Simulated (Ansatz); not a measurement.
The cluster Si4Au3⁻. Charge -1, multiplicity 1. Geometry r2SCAN-D4/def2-SVPD; atoms count from 1.

```xyz
7

Au    0.066   -1.564    1.719
Au   -2.323   -0.307    0.904
Au    2.031    0.435    1.414
Si    1.225    0.596   -0.784
Si   -1.145    0.199   -1.061
Si    0.354   -1.624   -0.709
Si   -0.208    2.264   -1.484
```

In the def2 sets Au takes a core potential; there is no spin–orbit coupling. The restricted singlet is unstable towards broken spin symmetry in Hartree–Fock (as tested in another run); at PBE0-D4/def2-TZVPD this wasn't settled. Another isomer (singlet) lies 1.63 eV lower at PBE0-D4/def2-TZVPD; other spin states weren't run for this one.

Q: Estimate the Mulliken populations from the PBE0/def2-TZVPD orbitals of Ansatz.

A: 
```
atom  charge (e)  d electrons
 Au1       -0.14         9.68
 Au2       -0.25         9.69
 Au3       -0.25         9.69
 Si4        0.11            –
 Si5        0.11            –
 Si6       -0.27            –
 Si7       -0.31            –
```
Mulliken values depend strongly on the basis. With diffuse functions, as here, like atoms can get unlike values, and bond orders can come out too low or too high.

Q: And the Mayer bond orders between heavy atoms (over 0.3)?

A: Au1–Au2 0.45 (2.82 Å); Au1–Au3 0.45 (2.82 Å); Au1–Si6 0.77 (2.45 Å); Au2–Si5 0.89 (2.35 Å); Au3–Si4 0.89 (2.35 Å); Si4–Si5 0.63 (2.42 Å); Si4–Si6 0.78 (2.39 Å); Si4–Si7 0.96 (2.31 Å); Si5–Si6 0.78 (2.39 Å); Si5–Si7 0.96 (2.31 Å).
